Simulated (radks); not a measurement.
Results of a calculation; reference values are marked as such.
Problem. Species: Lu33+. Configuration: [Kr] 4d2. Code: a radial shooting solver on a logarithmic mesh with Libxc functionals. Model: Dirac Kohn-Sham, PBE, spin-unpolarised, spherical densities, point nucleus; open shells are shared between the two j in proportion to 2j + 1. Some entries of the table are withheld. Estimate them.

orbital,occ.,eigenvalue (hartree),r(max) (bohr)
1s1/2,2,-2369.756,0.01213
2s1/2,2,-443.5403,0.06948
2p1/2,2,-425.5410,0.05193
2p3/2,4,-384.4595,0.05845
3s1/2,2,(1),0.1951
3p1/2,2,(2),0.1830
3p3/2,4,(3),0.1962
3d3/2,4,-106.9316,0.1541
3d5/2,6,-104.9647,0.1578
4s1/2,2,-59.91255,(4)
4p1/2,2,(5),0.4209
4p3/2,4,(6),0.4429
4d3/2,0.8,(7),0.4286
4d5/2,1.2,(8),0.4348

Solution. 
(1) 3s1/2 eigenvalue (hartree): -136.8545
(2) 3p1/2 eigenvalue (hartree): -129.0088
(3) 3p3/2 eigenvalue (hartree): -120.0523
(4) 4s1/2 r(max) (bohr): 0.4240
(5) 4p1/2 eigenvalue (hartree): -56.59853
(6) 4p3/2 eigenvalue (hartree): -53.92135
(7) 4d3/2 eigenvalue (hartree): -48.53162
(8) 4d5/2 eigenvalue (hartree): -47.96101
